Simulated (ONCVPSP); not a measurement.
# Te (Z = 52), ONCV: configuration errors across variants

* Element: Te
* Generator: ONCVPSP 4.0.1
* Type: optimised norm-conserving Vanderbilt (ONCV)
* Functional: LDA (Perdew-Zunger)
* Relativity: scalar-relativistic
* Frozen core: [Kr] 4d10
* Valence charge: 6
* Reference configuration: 5s2 5p4
* Partial waves: 5s: rc 1.65 bohr, ncon 4, nbas 9, qcut 3.7 1/bohr, 2 projectors, debl 1.3 Ha; 5p: rc 2.40 bohr, ncon 4, nbas 7, qcut 3.9 1/bohr, 2 projectors, debl 3.2 Ha
* Local potential: polynomial inside 1.25 bohr (lpopt 4, dvloc0 1 Ha)
* Core correction: Teter function, fcfact 3.75, rcfact 1.05

All-electron excitation energies from the reference (eV): (1) 5s2 5p3 9.916; (2) 5s2 5p2 28.089; (3) 5s2 5p1 55.321; (4) 5s1 5p5 9.353.

2 further variants failed, have other tests or another functional or relativity, and are left out.

A true bound ghost makes a file unfit for plane-wave use even where its test errors are small: the radial tests pick states by their node count and pass the ghost by.

Errors AE − PS in meV (a dash: test not solved or not reliable):

```tsv
change	(1)	(2)	(3)	(4)	bound ghosts	GHOST(+) flags above zero
base	-0.8	+2.9	+19	+2.8	none	s, p
p: rc 2.08	-0.2	+7.3	+36	-0.4	none	s, p
s: nproj 0; local potential the s channel	-0.7	+4.2	+25	+2.9	none	none
p: rc 3.22	-5.1	-32	-113	+17	none	s, p
core correction Teter function, fcfact 1.2, rcfact 1.05	-0.3	+7.0	+37	+6.0	none	s, p
s: nbas 7	-0.3	+7.2	+43	+2.4	s	s, p
p: qcut 4.7	-0.3	+6.5	+34	-0.5	none	s, p
all radii but the core radius scaled by about 1.06 (s 1.74, p 2.54 bohr); local potential polynomial inside 1.32 bohr (lpopt 4, dvloc0 1 Ha)	-1.2	-0.7	+5.6	+4.8	none	s, p
p: ncon 3, nbas 6	-0.9	-1.2	+0.7	+5.4	none	s, p
p: nproj 3	-1.0	+1.9	+18	+2.8	none	s, p
```

Task: Give the same row for: core correction Teter function, fcfact 3.75, rcfact 0.94.

Result: -0.3, +6.5, +34, +4.6; bound ghosts: none; GHOST(+) flags above zero: s, p.
